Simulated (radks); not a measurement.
All-electron atom: Rb IV in [Ar] 3d10 4s2 4p3 6d1 (not the ground configuration).

All-electron calculation, scalar-relativistic Kohn-Sham, PBE, spin-polarised, spherical densities, finite nucleus; open shells are filled with parallel spins first (spin-orbit coupling, left out, can overturn this in heavy ions); Fermi nuclear charge, rms radius 4.2036 fm. Program: a radial shooting solver on a logarithmic mesh with Libxc functionals.

Energy parts (Ry):
| part | energy |
|---|---|
| total | -5954.07009 |
| kinetic | 6098.22211 |
| electron-nucleus | -14235.22530 |
| Hartree | 2381.53675 |
| exchange-correlation | -198.60365 |

Orbitals (lengths in bohr, moments of r in powers of bohr):
orbital,occ.,eigenvalue (Ry),<1/r>,<r^2>,<r>
1s up,1,-1108.575,37.87,0.002187,0.04029
1s down,1,-1108.550,37.88,0.002187,0.04029
2s up,1,-151.1649,8.433,0.03728,0.1778
2s down,1,-151.1501,8.433,0.03728,0.1778
2p up,3,-134.4231,8.241,0.02942,0.1551
2p down,3,-134.3987,8.241,0.02942,0.1551
3s up,1,-25.42340,2.810,0.2990,0.5102
3s down,1,-25.39074,2.811,0.2986,0.5099
3p up,3,-20.04959,2.657,0.3138,0.5182
3p down,3,-20.01258,2.658,0.3129,0.5177
3d up,5,-11.15963,2.395,0.3356,0.5237
3d down,5,-11.11556,2.400,0.3320,0.5216
4s up,1,-5.56726,0.9825,2.091,1.362
4s down,1,-5.26970,0.9886,2.094,1.361
4p up,3,-4.24890,0.8723,2.601,1.515
4p down,0,-3.95016,0.8699,2.650,1.526
6d up,1,-0.65313,0.1803,66.84,7.719

The highest occupied level is 6d up at -8.886 eV. The configuration is held as typed, so some empty levels lie below it. The spin density at the nucleus is -1.775 e/bohr^3 (1s -0.710, 2s 0.185, 3s 0.163, 4s -1.413). The electron density at the nucleus is 5.582e+04 e/bohr^3 (large components only). Summed over all electrons, <r^2> = 84.90 bohr^2, which gives a Langevin (diamagnetic) susceptibility term of -67.2 x 10^-6 cm^3/mol. The density falls to 0.001 e/bohr^3 at r = 3.30 bohr.
